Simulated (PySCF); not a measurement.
3-tert-butylfuran, C8H12O.
Numbering: `[CH3:1][C:2]([CH3:3])([CH3:4])[c:5]1[cH:6][cH:7][o:8][cH:9]1`

Structure used (GFN2-xTB), in Å, numbered top down from 1:
```xyz
21
C8H12O angstrom
C     -1.4687   -0.7981   -0.8249
C     -0.6901    0.1798    0.0634
C     -0.8141    1.5996   -0.5028
C     -1.2693    0.1474    1.4791
C      0.7591   -0.2170    0.0766
C      1.6204   -0.2995   -1.0552
C      2.8324   -0.6917   -0.5855
O      2.7928   -0.8591    0.7457
C      1.5381   -0.5705    1.1380
H     -2.5250   -0.5386   -0.8342
H     -1.3654   -1.8142   -0.4506
H     -1.0989   -0.7706   -1.8465
H     -0.4412    1.6428   -1.5226
H     -0.2408    2.2992    0.1013
H     -1.8551    1.9149   -0.5030
H     -2.3178    0.4363    1.4589
H     -1.1973   -0.8524    1.9003
H     -0.7356    0.8378    2.1277
H      1.3691   -0.0952   -2.0759
H      3.7671   -0.8794   -1.0761
H      1.3315   -0.6549    2.1858
```

NICS is the negative of the GIAO shielding at a point without a nucleus: at the ring centre (0) and 1 Å above and below it (1); zz is the component along the ring normal. Level: GIAO PBE0/pcSseg-1 (PySCF, non-relativistic, gas phase) on the GFN2-xTB geometry, one conformer.

Ring bond lengths (Å), with Mayer bond orders in brackets: C5–C6 1.425 (1.26), C6–C7 1.358 (1.60), C7–O8 1.342 (1.09), O8–C9 1.346 (1.06), C9–C5 1.363 (1.65).

Question: Give the NICS values of each ring in ppm.

Answer: 
```csv
ring,type,NICS(0),"NICS(1), two faces","NICS(1)zz, two faces",rms pucker (Å),"centre to ring atoms, mean (Å)"
C5–C6–C7–O8–C9,5-membered ring with O; formal bonds all aromatic,-12.0,-10.3 / -10.3,-25.7 / -25.7,0.00,1.16
```

Question: What can be read from them?

Answer: 
- C5–C6–C7–O8–C9: mean NICS(1)zz -25.7 ppm, shielded. The ring is flat and has no four-coordinate atom; by the NICS criterion it is aromatic.

Question: And the bond-length index? HOMA = 1 − mean of α(R − Ropt)² over the ring bonds, with Krygowski's 1993 parameters (CC: Ropt 1.388 Å, α 257.7 Å⁻²; CO: Ropt 1.265 Å, α 157.38 Å⁻²).

Answer: 
- C5–C6–C7–O8–C9: HOMA 0.46; the largest term is that of O8–C9, α(R − Ropt)² = 1.03.

Question: List the ring angles and the Hirshfeld charges of the ring atoms.

Answer: 
- C5–C6–C7–O8–C9: C5 105.0° (-0.025 e), C6 106.4° (-0.092 e), C7 110.7° (+0.002 e), O8 106.8° (-0.068 e), C9 111.2° (-0.004 e); sum 540.0° against 540° for a flat convex ring.
